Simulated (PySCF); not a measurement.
BBr2, SMILES Br[B]Br (connectivity only; charge and spin as stated), charge +1, multiplicity 1.

Coordinates come from a B3LYP-D3(BJ)/def2-TZVP optimisation. The multiplicity is an assumed one; other spin states were not compared. The isomer is the one that the SMILES or the coordinates give; other isomers of the formula were not compared.

Method: TDA-PBE/def2-SVPD in PySCF.

Vertical excitations; the highest root listed may be one member of a degenerate set. Gas-phase values at a fixed geometry. State labels are in the subgroup D2h.

Computed UV-visible absorptions:
```csv
state,symmetry,energy (eV),λ (nm),f,main pairs
S1,Au,5.25,236,0.000,"HOMO−1→LUMO 50 %, HOMO→LUMO+1 50 %"
S2,B1u,5.44,228,0.000,"HOMO−1→LUMO+1, HOMO→LUMO (degenerate set)"
S3,Au,5.44,228,0.000,"HOMO→LUMO+1, HOMO−1→LUMO (degenerate set)"
S4,B1g,6.45,192,0.000,"HOMO−2→LUMO 50 %, HOMO−3→LUMO+1 50 %"
S5,Ag,6.59,188,0.000,"HOMO−3→LUMO, HOMO−2→LUMO+1 (degenerate set)"
S6,B1g,6.59,188,0.000,"HOMO−3→LUMO+1, HOMO−2→LUMO (degenerate set)"
S7,B2g,7.32,169,0.000,HOMO−1→LUMO+2 (degenerate set)
S8,B3g,7.32,169,0.000,HOMO→LUMO+2 (degenerate set)
S9,B1u,7.68,161,0.963,"HOMO→LUMO 40 %, HOMO−1→LUMO+1 40 %, HOMO−4→LUMO+2 16 %"
S10,B3u,8.62,144,0.026,HOMO−2→LUMO+2 97 %
T1,B1u,4.81,258,0,"HOMO−1→LUMO+1 50 %, HOMO→LUMO 50 %"
T2,B1u,4.99,248,0,"HOMO→LUMO, HOMO−1→LUMO+1 (degenerate set)"
T3,Au,4.99,248,0,"HOMO−1→LUMO, HOMO→LUMO+1 (degenerate set)"
T4,Au,5.25,236,0,"HOMO→LUMO+1 50 %, HOMO−1→LUMO 50 %"
```
Triplets are in the Tamm–Dancoff approximation.
